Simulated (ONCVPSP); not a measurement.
# Before and after: ONCV potential for Br

Br, optimised norm-conserving Vanderbilt (ONCV), made with ONCVPSP 4.0.1 (LDA (Perdew-Wang 92), scalar-relativistic). Core [Ne], reference 3s2 3p6 3d10 4s2 4p4 (charge +1). Waves: 3s+4s: rc 0.95 bohr, ncon 4, nbas 8, qcut 13.5 1/bohr, 2 projectors; 3p+4p: rc 1.00 bohr, ncon 4, nbas 7, qcut 10.7 1/bohr, 3 projectors, debl 1.5 Ha; 3d: rc 1.10 bohr, ncon 3, nbas 8, qcut 16 1/bohr, 2 projectors, debl 2.1 Ha. Local part: polynomial inside 0.90 bohr (lpopt 5, dvloc0 0 Ha). Core correction: none.

In the d channel the program set the typed energies aside and used -2.874, 0.250 Ha.

All-electron outer shells of the reference configuration (LDA (PZ), scalar-relativistic, ld1.x):

```json
{"shell": "2s", "level (eV)": "-1741.84", "outermost node (bohr)": "0.06", "outermost maximum (bohr)": "0.16"}
{"shell": "2p", "level (eV)": "-1539.16", "outermost node (bohr)": "–", "outermost maximum (bohr)": "0.13"}
{"shell": "3s", "level (eV)": "-248.42", "outermost node (bohr)": "0.23", "outermost maximum (bohr)": "0.48"}
{"shell": "3p", "level (eV)": "-184.43", "outermost node (bohr)": "0.21", "outermost maximum (bohr)": "0.48"}
{"shell": "3d", "level (eV)": "-78.20", "outermost node (bohr)": "–", "outermost maximum (bohr)": "0.43"}
{"shell": "4s", "level (eV)": "-30.59", "outermost node (bohr)": "0.67", "outermost maximum (bohr)": "1.39"}
{"shell": "4p", "level (eV)": "-17.64", "outermost node (bohr)": "0.70", "outermost maximum (bohr)": "1.62"}
```

Change: d: qcut 21.3.

Cutoffs: the cutoffs (Ha) at which the residual kinetic energy of the hardest occupied pseudo-wave falls to 1 and 0.1 mHa per electron; they do not see the model core or the augmentation charge, which bear on the density cutoff. Errors are all-electron minus pseudo energies relative to the spin-unpolarised reference configuration.

What does the change do?

The potential gets harder (97 Ha and 144 Ha → 124 Ha and 144 Ha); of the 4 tests that both files solve, the error grows in 0 and shrinks in 1 by more than 15 % and 0.3 meV (median size 18.1 → 17.8 meV); neither file shows a bound ghost. The waves are optimised to have the least kinetic energy above qcut, so the cutoff follows it (qcut²/2 in Ha).

| quantity | base | changed |
| --- | --- | --- |
| cutoff, loose | 97 Ha | 124 Ha |
| cutoff, tight | 144 Ha | 144 Ha |
| loose cutoff by channel | s 64 Ha, p 64 Ha, d 97 Ha | s 64 Ha, p 64 Ha, d 124 Ha |
| bound ghosts | none | none |
| GHOST(+) flags under 300 eV | p at 144.8 eV | p at 144.8 eV |
| error for 3s2 3p6 3d10 4s2 4p5, meV [ΔE -12.70 eV] | +6.6 | +6.6 |
| error for 3s2 3p6 3d10 4s2 4p3, meV [ΔE 22.94 eV] | -11 | -10 |
| error for 3s2 3p6 3d10 4s2 4p2, meV [ΔE 57.16 eV] | -26 | -25 |
| error for 3s1 3p6 3d10 4s2 4p5, meV [ΔE 236.69 eV] | -539 | -438 |
| s: phases at 0.97 bohr within 0.05 rad from the reference energy up to (Ha; the scan ends near 5) | to the end of the scan | to the end of the scan |
| p: phases at 1.01 bohr within 0.05 rad from the reference energy up to (Ha; the scan ends near 5) | 5.0 | 5.0 |
| d: phases at 1.11 bohr within 0.05 rad from the reference energy up to (Ha; the scan ends near 5) | to the end of the scan | to the end of the scan |
